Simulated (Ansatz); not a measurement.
`F/C=C(\F)Br` and `F/C=C(/Cl)Br` differ in one atom or group (the configuration at the double bond changes too).

Ansatz, PBE0-D4/def2-TZVP geometries, multiplicity 1. 

Scalar relativity is left out up to krypton.

```json
{"property": "HOMO–LUMO gap (PBE/def2-TZVPP) / eV", "`F/C=C(\\F)Br`": "4.81"}
{"property": "HOMO energy (B3LYP/def2-TZVPP) / eV", "`F/C=C(\\F)Br`": "-7.20"}
{"property": "HOMO–LUMO gap (ωB97M-V/def2-TZVPP) / eV", "`F/C=C(\\F)Br`": "11.51"}
{"property": "LUMO energy (PBE0/def2-TZVPP) / eV", "`F/C=C(\\F)Br`": "-0.27"}
{"property": "LUMO energy (B3LYP/def2-TZVPP) / eV", "`F/C=C(\\F)Br`": "-0.58"}
{"property": "size of the dipole moment (PBE/def2-TZVPP) / D", "`F/C=C(\\F)Br`": "1.31"}
```

(1) Give the same properties after the change, and the shifts. (An estimate is asked.)

Answers

(1) Ansatz gave: 
```csv
property,`F/C=C(/Cl)Br`,shift
HOMO–LUMO gap (PBE/def2-TZVPP) / eV,4.62,-0.19
HOMO energy (B3LYP/def2-TZVPP) / eV,-7.13,0.07
HOMO–LUMO gap (ωB97M-V/def2-TZVPP) / eV,11.19,-0.32
LUMO energy (PBE0/def2-TZVPP) / eV,-0.48,-0.21
LUMO energy (B3LYP/def2-TZVPP) / eV,-0.76,-0.18
size of the dipole moment (PBE/def2-TZVPP) / D,0.97,-0.34
```

With PBE0 the HOMO rises by 0.06 eV and the LUMO falls by 0.21 eV, so the gap narrows by about 0.27 eV. PBE moves the HOMO by 0.00 eV and ωB97M-V by 0.10 eV. Dipoles are sizes alone; their direction can turn.

B3LYP here is the variant with VWN-RPA as its local correlation; programs differ in this.

Spin–orbit coupling is left out; it splits and shifts lone-pair levels of the heavy atoms by tenths of an eV.
